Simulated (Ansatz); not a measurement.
Start from `COB(O)Br` and change one atom or group to get `CCB(O)OC`.

Ansatz, PBE0-D4/def2-TZVP geometries, multiplicity 1. Each molecule was computed in one conformer, which needn't be the lowest.

Scalar relativity is left out up to krypton. Spin–orbit coupling is left out; it splits and shifts lone-pair levels of the heavy atoms by tenths of an eV.

```json
{"property": "HOMO–LUMO gap (ωB97M-V/def2-TZVPP) / eV", "`COB(O)Br`": "12.87"}
{"property": "HOMO energy (PBE0/def2-TZVPP) / eV", "`COB(O)Br`": "-8.49"}
{"property": "LUMO energy (B3LYP/def2-TZVPP) / eV", "`COB(O)Br`": "0.38"}
{"property": "size of the dipole moment (ωB97M-V/def2-TZVPP) / D", "`COB(O)Br`": "0.77"}
{"property": "LUMO energy (PBE0/def2-TZVPP) / eV", "`COB(O)Br`": "0.74"}
{"property": "HOMO–LUMO gap (PBE/def2-TZVPP) / eV", "`COB(O)Br`": "6.89"}
```

(1) What does the change do to each property? (Estimate.)

## Answers

(1) Ansatz gave: 
```csv
property,`CCB(O)OC`,shift
HOMO–LUMO gap (ωB97M-V/def2-TZVPP) / eV,12.93,0.06
HOMO energy (PBE0/def2-TZVPP) / eV,-8.39,0.10
LUMO energy (B3LYP/def2-TZVPP) / eV,0.55,0.17
size of the dipole moment (ωB97M-V/def2-TZVPP) / D,1.67,0.90
LUMO energy (PBE0/def2-TZVPP) / eV,0.89,0.15
HOMO–LUMO gap (PBE/def2-TZVPP) / eV,6.96,0.07
```

With PBE0 the HOMO rises by 0.10 eV and the LUMO rises by 0.15 eV, so the gap widens by about 0.05 eV. PBE moves the HOMO by 0.28 eV and ωB97M-V by 0.02 eV. Dipoles are sizes alone; their direction can turn.

B3LYP here is the variant with VWN-RPA as its local correlation; programs differ in this.
